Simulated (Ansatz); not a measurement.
```yaml
crystal:
  periodic: [false, false, false]
  atoms:
    - {symbol: C, position_ang: [-0.671861, 1.198432, -0.440793]}
    - {symbol: O, position_ang: [-0.865573, -0.190728, 0.254349]}
    - {symbol: In, position_ang: [0.789809, -1.631396, 0.623772]}
    - {symbol: H, position_ang: [-1.367272, 1.271879, -1.452225]}
    - {symbol: H, position_ang: [0.492038, 1.426915, -0.778535]}
    - {symbol: H, position_ang: [-1.019263, 2.106730, 0.311788]}
    - {symbol: H, position_ang: [2.476573, -0.971485, -0.010077]}
    - {symbol: H, position_ang: [0.165537, -3.210347, 1.491721]}
basis:
  gaussian: {orbitals: def2-mTZVP}
total_charge: 2
magnetization: {spin_polarized: true, initial_magnetization: 0}
hamiltonian: {xc: {name: wB97}}
output: {forces: true}
```

```sh
$ ansatz run in.yaml --threads 4 --pin off --events-out ev --progress --plain --max-ram 10444MiB
```

Shortened log:

```
Functional definition: wB97
920 factors; their error is unknown
354 factors; integrals over basis functions are off by at most 1.9e-5 eV
mean field evaluation 1: about -8273.2420 eV, gradient 8.9e1 eV
mean field evaluation 2: about -8019.4274 eV, gradient 1.6e2 eV
mean field evaluation 4: about -8293.8039 eV, gradient 5.7e1 eV
mean field evaluation 8: about -8310.2701 eV, gradient 1.5e0 eV
mean field evaluation 16: about -8310.2731 eV, gradient 8.3e-3 eV
mean field evaluation 32: about -8313.4329 eV, gradient 1.6e-4 eV
mean field evaluation 64: about -8313.4329 eV, gradient 7.0e-5 eV
mean field -8313.43289179 eV, -305.5130237261 hartree, gradient 1.9e-5 eV, S^2 1.093324; 5 other end points of the search recorded, 0 dependent functions left out
reference -8313.43288169 eV, -305.5130233551 hartree; 19, 19 occupied and 75, 75 virtual orbitals, 920 factors
Total energy: -8313.43288169 eV, -305.5130233551 hartree
Atom 0 at    -0.671861     1.198432    -0.440793 Å, force     0.997387     0.946679    -0.660854 eV/Å
Atom 1 at    -0.865573    -0.190728     0.254349 Å, force     0.774148     3.065421    -1.593671 eV/Å
Atom 2 at     0.789809    -1.631396     0.623772 Å, force    -0.552086     0.377527    -0.075030 eV/Å
Atom 3 at    -1.367272     1.271879    -1.452225 Å, force     1.287383    -0.631751     2.741304 eV/Å
Atom 4 at     0.492038     1.426915    -0.778535 Å, force    -3.068120    -1.005778     1.084890 eV/Å
Atom 5 at    -1.019263     2.106730     0.311788 Å, force     0.445353    -2.649749    -1.523345 eV/Å
Atom 6 at     2.476573    -0.971485    -0.010077 Å, force    -0.222364    -0.339919     0.203679 eV/Å
Atom 7 at     0.165537    -3.210347     1.491721 Å, force     0.338299     0.237571    -0.176973 eV/Å
Dipole moment:     0.224422     0.288216    -0.178332 e Å
```

In this input the charge is far from anything that the molecule holds. Self-consistency was reached. The result belongs to that input, not to the molecule as meant.
